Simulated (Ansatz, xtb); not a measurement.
## Two isomers of CH6F2SiSn

Structure X is `[CH3][SnH2][SiH](F)F`, a singlet and structure Y is `F[SiH](F)[CH2][SnH3]`, a singlet. Both are isolated molecules in the gas phase, relaxed with PBE0-D3(BJ)/def2-SVP; the shapes shown needn't be the lowest conformers.

X (Å):

```xyz
11

C     1.1689   -2.3548   -1.0878
F    -1.6468    0.3465   -2.5663
F     0.7137    1.1458   -3.3057
Si   -0.2949    1.0718   -2.0359
Sn    0.7710   -0.4166   -0.2428
H     0.2296   -2.8076   -1.4334
H     1.8540   -2.2530   -1.9404
H     1.6274   -3.0055   -0.3307
H     2.2292    0.3048    0.3032
H    -0.3000   -0.5576    1.0906
H    -0.6574    2.4711   -1.6807
```

Y (Å):

```csv
atom,x (Å),y (Å),z (Å)
C,-0.5733,-1.6749,-0.6816
F,-0.6388,-4.4921,-0.2000
F,-2.6485,-3.0802,0.5988
Si,-1.0342,-3.0581,0.4363
Sn,-1.7812,0.0996,-0.3581
H,-0.4430,-2.9847,1.7922
H,0.4860,-1.4060,-0.5432
H,-0.7104,-1.9746,-1.7333
H,-0.9302,1.4455,-0.9896
H,-2.0307,0.3106,1.3227
H,-3.2741,-0.0957,-1.1646
```

Quicker runs give these differences E(Y) − E(X): GFN2-xTB +10.4 kcal/mol; HF/STO-3G +4.9 kcal/mol (at GFN2-xTB geometries); r2SCAN-D4/def2-SVP −1.9 kcal/mol (at GFN2-xTB geometries).

Question: Which of the two would you expect CCSD(T)/def2-SVP + ΔMP2/def2-TZVPP electronic energies to favour?

Answer: Structure Y; the calculation gives E(Y) − E(X) = −2.6 kcal/mol.

The same difference at several levels:

```
                             level              geometry  E(Y) − E(X) (kcal/mol)  departure from the last row (kcal/mol)  job, with rough time for the two
                          GFN2-xTB              GFN2-xTB                     +10.4                                   +13.1              optimisation, 0.17 s
                         HF/STO-3G              GFN2-xTB                      +4.9                                    +7.6               single point, 1.1 s
                r2SCAN-D4/def2-SVP              GFN2-xTB                      −1.9                                    +0.8               single point, 5.6 s
              PBE0-D3(BJ)/def2-SVP  PBE0-D3(BJ)/def2-SVP                      −1.3                                    +1.3             optimisation, 1.7 min
                       HF/def2-SVP  PBE0-D3(BJ)/def2-SVP                      −3.8                                    −1.1           part of the CCSD(T) run
                      MP2/def2-SVP  PBE0-D3(BJ)/def2-SVP                      −4.8                                    −2.2           part of the CCSD(T) run
                  CCSD(T)/def2-SVP  PBE0-D3(BJ)/def2-SVP                      −3.8                                    −1.2                      single point
CCSD(T)/def2-SVP + ΔMP2/def2-TZVPP  PBE0-D3(BJ)/def2-SVP                      −2.6                                                        single point, 69 s
```

As drawn, Y has 1 C–Si, 1 Sn–H in place of 1 Si–Sn, 1 C–H.

GFN2-xTB, HF/STO-3G put the two in the other order. The largest departure from CCSD(T)/def2-SVP + ΔMP2/def2-TZVPP is that of GFN2-xTB, 13.1 kcal/mol. The last row adds to CCSD(T) the change of the MP2 difference between the two basis sets, here +1.2 kcal/mol.

With harmonic frequencies from PBE0-D3(BJ)/def2-SVP (ideal gas, rigid rotor, one conformer each, 298.15 K, 1 atm): on the last row, ΔE + ΔZPE = −4.3 kcal/mol. A mode under 50 cm⁻¹ makes harmonic enthalpies and free energies unreliable, so none is given.

The correlated steps freeze 12 core orbitals; the filled d shell of Sn is correlated, in a basis made for valence electrons. Atoms past krypton carry core potentials in the def2 sets, other sets are all-electron and non-relativistic, and no spin–orbit term is included. Run with Ansatz 0.2.0, xtb 6.7.1; the last row on 2 threads of Arm Neoverse V2 on a shared host.
